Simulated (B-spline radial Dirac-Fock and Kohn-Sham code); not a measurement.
## Kohn-Sham estimates against Dirac-Fock for the levels of Ir⁶⁸⁺

System: Ir⁶⁸⁺, configuration [He] 2s2 2p5.

The density-functional columns are spherical, spin-unpolarised Dirac-Kohn-Sham results without Breit or QED terms: −ε is minus the orbital energy of the initial state and ΔSCF the difference of two total energies. The reference in the last column comes from Dirac-Fock ΔSCF + Breit + QED. All numbers are from a radial B-spline solver, in eV; a selection of levels is shown. For the 1s level of heavy atoms much of the gap between ΔSCF and the reference is the Breit and QED part, -381.3 eV here; for other levels the error of the functional can be larger.

```tsv
level	LDA −ε	LDA ΔSCF	Dirac-Fock
K (1s)	82573.8	83228.1	82840.8
L1 (2s)	19382.0	19544.9	19546.9
L2,3 (2p)	17825.5	18008.5	17968.3
```

Values without a named source are computed, but for edge energies of neutral atoms, which are taken from tables.
